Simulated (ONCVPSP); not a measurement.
Pseudopotential generation for thallium: ONCV, PBEsol, scalar-relativistic.

| Property | Result |
| --- | --- |
| Element | thallium (Tl) |
| Generator | ONCVPSP 4.0.1 |
| Type | optimised norm-conserving Vanderbilt (ONCV) |
| Functional | PBEsol |
| Relativity | scalar-relativistic |
| Frozen core | [Kr] 4d10 4f14 |
| Valence charge | 21 |
| Reference configuration | 5s2 5p6 5d10 6s2 (charge +1) |
| Partial waves | 5s+6s: rc 1.15 bohr, ncon 4, nbas 9, qcut 9.1 1/bohr, 2 projectors; 5p: rc 1.40 bohr, ncon 4, nbas 7, qcut 11.7 1/bohr, 3 projectors, debl 2.5 Ha; 5d: rc 2.00 bohr, ncon 4, nbas 9, qcut 8.5 1/bohr, 2 projectors, debl 2.8 Ha |
| Local potential | polynomial inside 0.75 bohr (lpopt 3, dvloc0 0 Ha) |
| Core correction | Teter function, fcfact 5.75, rcfact 1.65 |

In the p channel the program set the typed energies aside and used -3.065, 0.250, 2.750 Ha.

Poles of the logarithmic derivatives, all-electron (AE) and pseudo (PS). Narrow ghost or core levels that the grid stepped over were put in at their known energies. s: poles at -2.7 (AE) and -3.3, -2.7 (PS) Ha. p: poles at -1.9 (AE) and -1.9 (PS) Ha. d: poles at -0.4 (AE) and -0.4 (PS) Ha. Test radii: s 1.17, p 1.42, d 2.04 bohr.

- Cutoffs needed: 42 Ha and 68 Ha (the cutoffs (Ha) at which the residual kinetic energy of the hardest occupied pseudo-wave falls to 1 and 0.1 mHa per electron)
- Ghost test: ghosts flagged at negative energy: s at -90.8 eV; GHOST(+) flagged for p at 505.7 eV; a true bound ghost makes a file unfit for plane-wave use
- Largest excitation error: -25 meV (all-electron minus pseudo) for 5s2 5p6 5d10 6s0, out of 4 test configurations
- rms error of d²Exc/dni dnj: 5.68 mHa without and 3.64 mHa with the model core
